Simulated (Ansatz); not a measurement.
Cost against result

Saddle point of Si₂NH₁₀F, singlet (Si₂H₆ ([SiH3][SiH3]) + NH₃ + HF → Si₂NH₇ ([NH2][SiH2][SiH3]) + HF + H₂; bonds formed: Si1–N7, H2–H8, H6–F9; bonds broken: Si1–H2, H6–N7, H8–F9), PBE0-D4/def2-TZVP structure:

| atom | x (Å) | y (Å) | z (Å) |
| --- | --- | --- | --- |
| Si1 | -0.8662 | -0.1685 | -0.2614 |
| H2 | 0.8638 | -1.0105 | -0.1821 |
| H3 | -1.3547 | -1.5557 | -0.4274 |
| H4 | -2.1546 | 0.6272 | -0.1530 |
| Si5 | 0.3990 | 0.8701 | -1.9155 |
| H6 | 0.2507 | -0.5729 | 1.8935 |
| N7 | -0.4255 | 0.1924 | 1.5389 |
| H8 | 1.1217 | -1.3841 | 0.6851 |
| F9 | 1.2463 | -1.6271 | 1.8362 |
| H10 | 1.0578 | -0.1684 | -2.7462 |
| H11 | -0.3672 | 1.8065 | -2.7861 |
| H12 | 1.4448 | 1.6570 | -1.2018 |
| H13 | 0.0511 | 1.0874 | 1.6152 |
| H14 | -1.2671 | 0.2465 | 2.1047 |

Barriers are electronic and count from the start structure reached by relaxing down the imaginary mode.

Program: Ansatz 0.2.0. Basis: as named in each row. Cores are frozen in the correlated methods. B3LYP uses VWN-RPA correlation. Extrapolation: Hartree–Fock as exp(−7.88 √X), correlation as X^−2.97.

Times are rough, for one single point on 8 threads of a shared host (Arm Neoverse V1).

The estimate by CCSD(T) at an estimated basis limit (MP2 extrapolated from triple and quadruple zeta, plus CCSD(T) − MP2 in triple zeta) is 152.2 kJ/mol.

| method | basis | time (s) | barrier (kJ/mol) | method less estimate |
| --- | --- | --- | --- | --- |
| HF | STO-3G | under 1 | 335.0 | 182.7 |
| PBE-D4 | STO-3G | under 1 | 66.2 | -86.0 |
| SPW92 | def2-SVP | under 1 | 64.4 | -87.8 |
| B3LYP-D4 | 6-31G | under 1 | 139.8 | -12.4 |
| PBE-D4 | def2-SVP | under 1 | 103.9 | -48.3 |
| PBE0-D4 | def2-SVP | under 1 | 126.8 | -25.4 |
| SPW92 | def2-TZVPP | 1 | 72.0 | -80.3 |
| PBE-D4 | def2-TZVPP | 1 | 110.5 | -41.7 |
| BLYP-D4 | def2-TZVPP | 2 | 123.7 | -28.6 |
| B3LYP-D4 | def2-TZVPP | 2 | 138.1 | -14.1 |
| BHLYP-D4 | def2-TZVPP | 2 | 159.3 | 7.0 |
| PBE0-D4 | def2-TZVPP | 2 | 129.1 | -23.1 |
| CAM-B3LYP-D4 | def2-TZVPP | 2 | 142.8 | -9.4 |
| wB97M-V | def2-SVP | 3 | 139.8 | -12.4 |
| r2SCAN-D4 | def2-TZVPP | 3 | 122.2 | -30.0 |
| r2SCAN0-D4 | def2-TZVPP | 4 | 136.3 | -15.9 |
| CCSD(T) | def2-SVP | 4 | 174.2 | 22.0 |
| B2PLYP | def2-TZVPP | 4 | 152.7 | 0.4 |
| PBE-QIDH | def2-TZVPP | 4 | 145.7 | -6.5 |
| RPA on PBE | def2-TZVPP | 4 | 157.8 | 5.6 |
| wB97X-V | def2-TZVPP | 6 | 148.0 | -4.2 |
| B97M-V | def2-TZVPP | 6 | 134.4 | -17.8 |
| wB97M-V | def2-TZVPP | 6 | 144.3 | -7.9 |
| MP2 | def2-QZVPP | 18 | 146.5 | -5.7 |
| CCSD(T) | def2-TZVPP | 150 | 156.7 | 4.5 |

All methods are single points on the PBE0-D4 structures.

T1 diagnostic: at most 0.013.

Labels in which every atom is bracketed show which atoms are joined, not bond orders.
